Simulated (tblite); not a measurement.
Run record: tight-binding relaxation, `N#Cc1nccnn1`.

Computed with GFN2-xTB geometry optimisation, gas phase (tblite 0.8.0). Start geometry: from a force field or distance geometry. The command runs a driver script over a list of jobs; the input below is this job's line of settings and its coordinates in Å.

Command:
```bash
OMP_NUM_THREADS=1 python probes_run.py task.json out
```

Input:
```
{"job": {"kind": "relax", "xc": "GFN2-xTB", "basis": "xTB"}, "charge": 0, "multiplicity": 1}
N      3.666900     0.131400    -0.079100
C      2.499500     0.039400    -0.048500
C      1.067100    -0.095500     0.019800
N      0.255800     0.972400    -0.321800
C     -1.103000     0.835800    -0.251400
C     -1.611600    -0.387900     0.135200
N     -0.824300    -1.430200     0.460600
N      0.509600    -1.274000     0.405700
H     -1.742500     1.661000    -0.515400
H     -2.708800    -0.447800     0.172400
```

Output:
```
step      E/eV     max force
  0    -575.53576    3.363
  1    -575.54737   10.014
  2    -575.76801    2.979
  3    -575.86062    1.917
  4    -575.91370    0.561
  5    -575.96745    1.031
  6    -575.97994    0.378
  7    -575.98639    0.288
  8    -575.98996    0.297
  9    -575.99231    0.180
 10    -575.99348    0.115
 11    -575.99422    0.076
 12    -575.99463    0.073
 13    -575.99484    0.040
 14    -575.99495    0.030
 15    -575.99501    0.030
 16    -575.99502    0.014
 17    -575.99503    0.004
```

«max force» is the largest atomic force in eV/Å.

From which step on does the largest force stay under 0.1 eV/Å, and how much energy is left to gain from there?

From step 11 (0.076 eV/Å), 0.8 meV above the end.

In short: energy lowered by 10.6 kcal/mol over 17 steps; largest atomic force 0.004 eV/Å at the end.

Where do the atoms end?

0.081 Å rms from the input after alignment:
```
atom  x, y, z in Å
N1     3.5505    0.1218   -0.0783
C2     2.4112    0.0312   -0.0385
C3     0.9898   -0.0843    0.0135
N4     0.2695    0.9915   -0.3237
C5    -1.0362    0.8412   -0.2604
C6    -1.5834   -0.3830    0.1372
N7    -0.7963   -1.3965    0.4540
N8     0.4894   -1.2546    0.3953
H9    -1.6402    1.6979   -0.5270
H10   -2.6456   -0.5606    0.2053
```

The run took under 0.1 s on Arm Neoverse V1, one thread, shared host with 32 logical CPUs at a one-minute load of 7.4.
Labels such as C1 count atoms from 1, the log's own numbers from 0.
